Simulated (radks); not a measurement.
Results of a calculation; reference values are marked as such.
Question: Excited configurations of Bi II: one electron is placed in a higher orbital outside [Hg] 6p1. The ground configuration is [Hg] 6p2. Code: a radial shooting solver on a logarithmic mesh with Libxc functionals. Model: scalar-relativistic Kohn-Sham, r2SCAN, spin-polarised, spherical densities, finite nucleus; open shells are filled with parallel spins first (spin-orbit coupling, left out, can overturn this in heavy ions); meta-GGA in the generalised Kohn-Sham scheme; Fermi nuclear charge, rms radius 5.5211 fm. Excitation = E - E(ground); binding = E(ion) - E, where the ion is the core of charge +2; n* = 2/sqrt(2 binding) in atomic units, and the quantum defect is n - n*.

| outer orbital | excitation (eV) | binding (eV) | n* | quantum defect | eigenvalue (eV) | <r> (bohr) |
|---|---|---|---|---|---|---|
| 6f | 13.571 | 2.425 | 4.738 | 1.262 | -1.811 | 13.91 |
| 7s | 7.774 | 8.221 | 2.573 | 4.427 | -6.652 | 5.186 |
| 7p | 9.992 | 6.004 | 3.011 | 3.989 | -4.791 | 6.669 |
| 7d | 12.337 | 3.658 | 3.857 | 3.143 | -2.800 | 10.06 |
| 7f | 14.273 | 1.723 | 5.621 | 1.379 | -1.336 | 21.27 |

Estimate the row for 5f.

Answer: excitation (eV) 12.429; binding (eV) 3.567; n* 3.906; quantum defect 1.094; eigenvalue (eV) -2.464; <r> (bohr) 8.108. The Delta-SCF ionisation energy is 15.995 eV (NIST Atomic Spectra Database: 16.703 eV, measured). Self-interaction in the functional shifts the binding energies and quantum defects, so they are the method's values and not measured ones. Open shells are spherical and high-spin; term and fine-structure splittings are not resolved. Spin-orbit splitting is averaged out at the scalar-relativistic level.
